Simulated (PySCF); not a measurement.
**A single-point calculation**

[NdH2]+ (singlet in the valence; each metal's 4f electrons, 3 of them, lie in its core potential, out of spins and levels). PySCF 2.14.0, RKS PBE, Nd lcecp-1-SVP with ECP49, H def2-SVP; non-relativistic Hamiltonian with scalar-relativistic core potentials where named; density fitting; no spin-orbit coupling. Purpose: level PBE.

```python
mol = gto.M(atom='''
Nd    -0.00000     0.00000    -0.16819
H      1.57962    -0.00000     0.98888
H     -1.57962     0.00000     0.98888''',
    basis={'Nd': 'lcecp-1-SVP', 'H': 'def2-SVP'},
    ecp={'Nd': 'lcecp-1-SVP'},
    charge=1, spin=0)
mf = dft.RKS(mol, xc='PBE')
mf.grids.atom_grid = (75, 302)  # f atoms: unpruned, at least (60, 302)
mf = mf.density_fit()  # fitting sets: Nd AutoAux, H def2-universal-JKFIT
mf.conv_tol = 1e-08; mf.max_cycle = 55
mf.kernel(dm0)  # dm0: converged density of the relaxed state
mf.nuc_grad_method().kernel()
```

Run from Python with OMP_NUM_THREADS=2; the lines above give its settings. Where DIIS fails, smearing, a level shift and second-order steps follow.
It took 1 s on 2 threads of Arm Neoverse V1, on a shared host, from an already converged density.

Where do the frontier levels lie, over both spins?

HOMO -11.48 eV, LUMO -8.50 eV. The 4f levels lie in the core potential and are missing.

What are the Mulliken charges and spins?


```csv
atom,charge (e),spin (e)
Nd1,1.113,0.000
H2,-0.057,0.000
H3,-0.057,0.000
```
The spin of the 4f electrons in the core isn't counted.

What forces act on the atoms (eV/Å)?


```
Nd   0.00  0.00 -0.17
H    0.07  0.00  0.09
H   -0.07  0.00  0.09
```
Forces carry noise of the integration grid, about 0.01 to 0.03 eV/Å.

The geometry was relaxed with PBE0 (Nd lcecp-1-SVP with ECP49, H def2-SVP).

An lcecp potential fixes the number of 4f electrons, so in runs with it no electron can move into or out of that shell.
